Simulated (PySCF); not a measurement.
**Spin-rotation constants: SMILES COC1=C(CF)CNC1, C$_{6}$H$_{10}$FNO**

Molfile (atoms numbered from 1):
```
C6H10FNO
     RDKit          3D

 19 19  0  0  0  0  0  0  0  0999 V2000
    2.6648   -0.4739   -0.3996 C   0  0  0  0  0  0  0  0  0  0  0  0
    1.5872    0.4328   -0.4474 O   0  0  0  0  0  0  0  0  0  0  0  0
    0.3566   -0.0268   -0.1136 C   0  0  0  0  0  0  0  0  0  0  0  0
   -0.7546    0.7134   -0.0868 C   0  0  0  0  0  0  0  0  0  0  0  0
   -0.8900    2.1689   -0.3546 C   0  0  0  0  0  0  0  0  0  0  0  0
   -1.4028    2.8258    0.7514 F   0  0  0  0  0  0  0  0  0  0  0  0
   -1.9311   -0.1697    0.2592 C   0  0  0  0  0  0  0  0  0  0  0  0
   -1.3399   -1.4159    0.7544 N   0  0  0  0  0  0  0  0  0  0  0  0
    0.0174   -1.4671    0.2152 C   0  0  0  0  0  0  0  0  0  0  0  0
    3.5337    0.0845   -0.7446 H   0  0  0  0  0  0  0  0  0  0  0  0
    2.5017   -1.3323   -1.0575 H   0  0  0  0  0  0  0  0  0  0  0  0
    2.8490   -0.8293    0.6187 H   0  0  0  0  0  0  0  0  0  0  0  0
    0.0841    2.6176   -0.5668 H   0  0  0  0  0  0  0  0  0  0  0  0
   -1.5938    2.3692   -1.1716 H   0  0  0  0  0  0  0  0  0  0  0  0
   -2.5177   -0.3937   -0.6425 H   0  0  0  0  0  0  0  0  0  0  0  0
   -2.5979    0.2808    0.9951 H   0  0  0  0  0  0  0  0  0  0  0  0
   -1.2944   -1.3752    1.7676 H   0  0  0  0  0  0  0  0  0  0  0  0
    0.0090   -2.0690   -0.7044 H   0  0  0  0  0  0  0  0  0  0  0  0
    0.7091   -1.9307    0.9204 H   0  0  0  0  0  0  0  0  0  0  0  0
  1  2  1  0
  2  3  1  0
  3  4  2  0
  4  5  1  0
  5  6  1  0
  4  7  1  0
  7  8  1  0
  8  9  1  0
  9  3  1  0
  1 10  1  0
  1 11  1  0
  1 12  1  0
  5 13  1  0
  5 14  1  0
  7 15  1  0
  7 16  1  0
  8 17  1  0
  9 18  1  0
  9 19  1  0
M  END
```

Computed with GIAO LDA/MINI magnetisability, rotational g tensor and spin-rotation constants, non-relativistic, gas phase in PySCF. Geometry: GFN2-xTB.

(1) Give the nuclear spin-rotation constants along the inertial axes (H = +C I·J) beside the isotropic shieldings.

Answers

(1) Rotational constants 2.1288, 1.2899, 0.8578 GHz. A star marks the isotopologue with that one atom substituted, in its own axes.
```csv
atom,isotope,Caa (kHz),Cbb (kHz),Ccc (kHz),mean (kHz),σ (ppm)
F6,19F,0.366,-0.532,0.253,0.029,466.5
N8,14N,0.036,0.026,0.017,0.027,278.2
H10,1H,-0.259,0.037,-0.106,-0.110,26.5
H11,1H,-0.202,-0.094,-0.049,-0.115,27.1
H12,1H,-0.272,-0.134,0.007,-0.133,27.1
H13,1H,-0.201,0.030,-0.100,-0.090,25.6
H14,1H,-0.169,-0.148,-0.005,-0.107,26.4
H15,1H,-0.241,-0.140,0.013,-0.123,27.2
H16,1H,-0.042,-0.155,-0.063,-0.087,27.1
H17,1H,-0.308,-0.158,-0.002,-0.156,29.7
H18,1H,-0.180,-0.151,-0.013,-0.115,27.4
H19,1H,-0.129,-0.167,-0.032,-0.110,27.6
C1,13C*,0.198,0.220,0.144,0.188,159.6
O2,17O*,-0.520,-0.059,0.023,-0.185,283.6
C3,13C*,0.490,0.422,0.140,0.351,98.0
C4,13C*,0.377,0.357,0.069,0.267,140.0
C5,13C*,0.331,0.240,0.096,0.222,155.5
C7,13C*,0.289,0.167,0.136,0.198,162.9
C9,13C*,0.259,0.164,0.139,0.188,165.6
```
For the geometry as given, no vibrational averaging.
